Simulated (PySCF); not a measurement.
A small calculation by hand: chemical shift, span and skew from a shielding tensor

disilanylformaldehyde (CH₆OSi₂), SMILES O=C[SiH2][SiH3]. Atoms are numbered in the order given.

```xyz
10

O      2.3327     0.3869    -0.2546
C      1.5865     0.0821     0.6462
Si    -0.0561    -0.8959     0.3129
Si    -1.6412     0.6483    -0.4880
H      1.8191     0.3959     1.7051
H     -0.5312    -1.5240     1.5827
H      0.2212    -1.9462    -0.7067
H     -2.9370    -0.0344    -0.7740
H     -1.1243     1.2787    -1.7362
H     -1.8663     1.7078     0.5391
```
Charge 0, spin multiplicity 1.

Coordinates come from a B3LYP-D3(BJ)/def2-SVP optimisation. One conformer was computed; it need not be the lowest.

GIAO shieldings from PySCF with PBE/pcSseg-1, non-relativistic, no solvent. The symmetric part of the tensor of Si4 has the principal values 434.5, 450.0, 454.7 ppm. The same nucleus in TMS has σ = 335.4 ppm at this level (PySCF, at its B3LYP-D3(BJ)/def2-TZVP geometry).

Task: Work out the isotropic shielding, the ²⁹Si shift against TMS, the span and the skew.

Result: 
σ(iso) = (σ11 + σ22 + σ33)/3 = 446.4 ppm. δ = σ(ref) − σ(iso) = 335.4 − (446.4) = -111.0 ppm.
Span Ω = σ33 − σ11 = 20.2 ppm. Skew κ = 3(σ(iso) − σ22)/Ω = -0.53. Tumbling in solution averages the tensor to δ; in a static solid the shielding alone would spread this spin-1/2 line over Ω.
